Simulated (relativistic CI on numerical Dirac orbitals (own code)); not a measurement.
# Ir²⁺: 5d valence photoemission

Computed with this model: Dirac-Coulomb-Breit CI, KLI orbitals optimised for each configuration, model QED, multiplet model of photoemission in the sudden approximation, unscaled Slater integrals; configurations [Xe] 4f14 5d7 → [Xe] 4f14 5d6; 300 K; Lorentzian 0.21 eV and Gaussian 0.5 eV FWHM. Energies are those of the free ion, without screening or charge transfer. The energies are binding energies and can lie tens of eV above those of solids. S is read from ⟨S²⟩ = S(S + 1).

Field parameters in Wybourne normalisation: D3d B²₀ = −7Dσ, B⁴₀ = −14Dq − 21Dτ, B⁴₃ = −14√(10/7) Dq. The field is a parameter set, without covalency.

free ion: ground-state S = 1.42, centroid 29.28 eV. Peaks (eV, height): 27.6 (74), 30.1 (100).

D3d, 10Dq = 29800, Dσ = -1200, Dτ = 160 cm⁻¹: ground-state S = 0.60, centroid 29.73 eV. Peaks (eV, height): 26.7 (50), 29.1 (100), 30.1 (90), 31.8 (37).

D3d, 10Dq = 29800, Dσ = 1200, Dτ = 160 cm⁻¹: ground-state S = 0.61, centroid 29.73 eV. Peaks (eV, height): 26.7 (54), 29.1 (100), 30.4 (93), 31.8 (38).

Strongest unbroadened transitions for free ion:

| Energy (eV) | Relative strength |
| --- | --- |
| 27.57 | 100.0 |
| 28.21 | 30.7 |
| 28.29 | 18.8 |
| 29.71 | 37.9 |
| 30.11 | 67.4 |
| 30.13 | 49.4 |
| 30.19 | 11.5 |
| 30.59 | 4.7 |
| 30.94 | 7.2 |
| 31.33 | 9.3 |
| 31.45 | 1.2 |
| 31.66 | 0.3 |
| 31.87 | 4.8 |
| 31.91 | 0.7 |
| 32.91 | 0.7 |
| 34.21 | 7.1 |
| 34.91 | 0.4 |
| 35.25 | 0.5 |
